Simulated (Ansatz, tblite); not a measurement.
Cost and result up the ladder for Cu(AsH3)(NH2) (CuAsNH₅) (8 atoms). Total charge 0; singlet. Geometry: PBE0-D4/def2-SVP.

```xyz
8

Cu   -0.441    0.341   -0.301
As    1.287   -0.776    0.666
H     2.103   -1.758   -0.146
H     1.046   -1.686    1.850
H     2.455   -0.021    1.263
N    -1.738    1.296   -1.156
H    -2.288    1.890   -0.534
H    -2.425    0.715   -1.640
```

Ansatz on 4 threads of Arm Neoverse V1 on a shared host; xTB runs through tblite on one thread. Times are rough, summed over both states, and most runs start from the orbitals of an earlier one. PBE0-D4/def2-TZVP serves as the yardstick here, not as an exact answer. The other state is a triplet.

The xTB rows come from tblite.

xTB has no spin-polarisation term.

```tsv
level	functions	wall time
GFN1-xTB	32	0.009 s
GFN2-xTB	27	0.014 s
PBE-D4/def2-TZVP	154	5.2 s
PBE0-D4/def2-TZVP	154	11 s
r2SCAN-D4/def2-TZVP (with forces)	154	23 s
```

Problem. Estimate what each level gives for the vertical triplet (eV).

Solution. 
| level | vertical triplet (eV) | difference from PBE0-D4/def2-TZVP (eV) |
| --- | --- | --- |
| GFN1-xTB | 3.64 | -0.03 |
| GFN2-xTB | 4.30 | 0.63 |
| PBE-D4/def2-TZVP | 3.55 | -0.13 |
| PBE0-D4/def2-TZVP | 3.68 | 0.00 |
| r2SCAN-D4/def2-TZVP (with forces) | 3.57 | -0.11 |
